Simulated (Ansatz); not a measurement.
`S[SiH2][GaH][I]` + HI → `[I][GaH][I]` + `[SiH3]S` at 600 K and 1 bar (cleavage of the Ga–Si bond).

Computed with Ansatz on PBE0-D4/def2-TZVP structures; ΔE is electronic, products minus reactants. CBS: MP2 limit from def2 TZ/QZ plus the TZ coupled-cluster correction, frozen cores. def2 core potentials past Kr. For Ga, I outer-core shells are correlated without core-valence functions, which leaves a few kJ/mol of doubt a bond. Scalar relativity is left out up to krypton. One conformer a species, not always the lowest.

```csv
species,CCSD(T)/CBS energy (Eh),H − E (kJ/mol),S (J/(mol·K))
`S[SiH2][GaH][I]`,-2910.71788,152.9,490.1
HI,-298.03592,31.6,227.0
`[I][GaH][I]`,-2519.52154,58.7,388.8
`[SiH3]S`,-689.27336,126.3,326.2
```

H − E and S are ideal-gas, rigid-rotor, harmonic terms from PBE0-D4/def2-TZVP, for one conformer and one mirror image of each species. 1 Eh = 2625.50 kJ/mol, R = 8.31446 J/(mol·K).

Task: By hand: ΔE, ΔH, ΔS and ΔG.

Result: ΔE = (-2519.52154) + (-689.27336) − (-2910.71788) − (-298.03592) = -0.04110 Eh = -107.9 kJ/mol. Δ(H − E) = 58.7 + 126.3 − 152.9 − 31.6 = 0.5, so ΔH = -107.4 kJ/mol. ΔS = 388.8 + 326.2 − 490.1 − 227.0 = -2.1 J/(mol·K). ΔG = -107.4 − 600 × (-2.1)/1000 = -106.1 kJ/mol.

Task: By hand: the equilibrium constant, and the temperature at which ΔG would vanish if ΔH and ΔS stayed fixed.

Result: log₁₀ K = −ΔG/(RT ln 10) = 9.2. ΔG = 0 at ΔH/ΔS = 51143 K, far beyond where these terms or the molecules hold.

The number of gas molecules stays the same, so ΔS is small and ΔH decides. A doubt of 5 kJ/mol in ΔE shifts log₁₀ K by 0.4 here. Other conformers and mirror images would add mixing entropy, several J/(mol·K) or more a flexible species. Modes under 60 cm⁻¹, often nearly free rotors, make the harmonic entropy too high. These are equilibria of isolated gas molecules and say nothing of rates. Largest T1 diagnostic: 0.012 (customary marks: 0.02 for closed shells, 0.045 for open ones).
